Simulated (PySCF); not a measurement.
One of the candidates below gave these computed data.

All candidates are C6H6O2S.

- Dipole: 2.11 D [PBE0/def2-SVPD]
- UV, strongest line: among the 8 lowest singlet transitions: S5 at 6.47 eV (192 nm, f = 0.324) [TDDFT PBE0/def2-SVPD]
- UV, first state: lowest singlet excitation: 5.14 eV (241 nm, f = 0.000) [TDDFT PBE0/def2-SVPD]
- Triplet: lowest triplet excitation (Tamm–Dancoff): 3.60 eV [TDA PBE0/def2-SVPD]
- Rotational structure: rotational constants A, B, C: 4.194, 0.797, 0.673 GHz [GFN2-xTB]
- Polarisability: 94.9 au [PBE0/def2-SVPD]

Electronic properties: PySCF, gas phase, density fitting. Levels stand in brackets. Isolated species at its GFN2-xTB geometry (one conformer only).

Problem. Which candidate is it?
A. `C#C[C@@H]1C=CS(=O)(=O)C1`
B. `COC(=O)c1ccsc1`
C. `C#CC1=CCCS1(=O)=O`
D. `c1scc2c1OCCO2`

Solution. B. It is `COC(=O)c1ccsc1`. Numbering: `[CH3:1][O:2][C:3](=[O:4])[c:5]1[cH:6][cH:7][s:8][cH:9]1`. Its formula, C6H6O2S, gives 4 degrees of unsaturation: 1 ring and 3 π bonds in the structure found (Kekulé form). S1 is mainly HOMO−2→LUMO (weight 0.90); the largest Löwdin shares of the orbital it empties are 0.68 on the ester carbonyl oxygen, 0.11 on the ester single-bonded oxygen, 0.09 on the ester carbonyl carbon and 0.06 on the substituted aromatic carbon, of the orbital it fills 0.25 on an aromatic CH next to a ring sulfur, 0.18 on the thiophene-type sulfur, 0.14 on the ester carbonyl carbon and 0.14 on the substituted aromatic carbon. The optimised geometry has point group Cs and is an asymmetric top.

The others, at the same levels:
- `c1scc2c1OCCO2` fails: its computed lowest singlet excitation is 5.31 eV (233 nm, f = 0.155) (against 5.14 eV), static isotropic polarisability is 91.7 au (against 94.9 au) and rotational constant A is 3.402 GHz (against 4.194 GHz).
- `C#CC1=CCCS1(=O)=O` fails: its computed lowest singlet excitation is 4.91 eV (252 nm, f = 0.003) (against 5.14 eV), lowest triplet excitation (Tamm–Dancoff) is 3.36 eV (against 3.60 eV) and strongest line among the 8 lowest singlet transitions is S2 at 5.36 eV (231 nm, f = 0.193) (against S5 at 6.47 eV).
- `C#C[C@@H]1C=CS(=O)(=O)C1` fails: its computed lowest singlet excitation is 5.88 eV (211 nm, f = 0.005) (against 5.14 eV), lowest triplet excitation (Tamm–Dancoff) is 4.38 eV (against 3.60 eV) and static isotropic polarisability is 90.0 au (against 94.9 au).

Each candidate is one conformer, not necessarily the lowest. The conformers computed, where there is a choice (atom-mapped SMILES and torsion angles):
- `[CH3:1][O:2][C:3](=[O:4])[c:5]1[cH:6][cH:7][s:8][cH:9]1`: C1–O2–C3–O4 0°, O2–C3–C5–C6 0°

The conformers of `C#CC1=CCCS1(=O)=O` and `C#C[C@@H]1C=CS(=O)(=O)C1` aren't listed.
